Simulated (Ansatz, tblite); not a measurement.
Adding an electron: BeI₂⁺. Total charge 1; doublet. Geometry: B3LYP-D4/def2-TZVP. Ansatz, gas phase; energy differences of separate SCF runs; the reduced species is a singlet (the triplet lies 5.17 eV higher at PBE0-D4/def2-TZVP).

```csv
atom,x (Å),y (Å),z (Å)
Be1,-0.001,0.000,-0.001
I2,1.700,0.647,-1.220
I3,-1.699,-0.647,1.221
```

In the def2 sets I takes a core potential; there is no spin–orbit coupling. The xTB rows come from tblite. HOMO above LUMO, or a gap near zero within one spin, warns that the state may not be the lowest or that an electron is smeared out. The structure comes from a short search, and lower isomers may exist.

| level | −HOMO (eV) | −LUMO (eV) | vertical EA (eV) | HOMO–LUMO gap (eV) | remarks |
| --- | --- | --- | --- | --- | --- |
| GFN1-xTB | – | – | 14.28 | – | – |
| GFN2-xTB | – | – | 14.92 | – | – |
| PBE-D4/def2-TZVP | 12.20 | 12.19 | 9.53 | 0.01 | gap within one spin near zero (+1 doublet) |
| r2SCAN-D4/def2-TZVP | 12.51 | 12.25 | 9.73 | 0.26 | – |
| PBE0-D4/def2-TZVP | 13.13 | 11.75 | 9.87 | 1.38 | – |

  HOMO and LUMO are the levels of the spin that leaves or enters (xTB has no such levels and no spin-polarisation term). Other spin states of the ions may lie lower, which would lower the ionisation energy or raise the affinity. Raw xTB energy differences between charge states are shifted by several eV; the methods need an empirical correction for them.
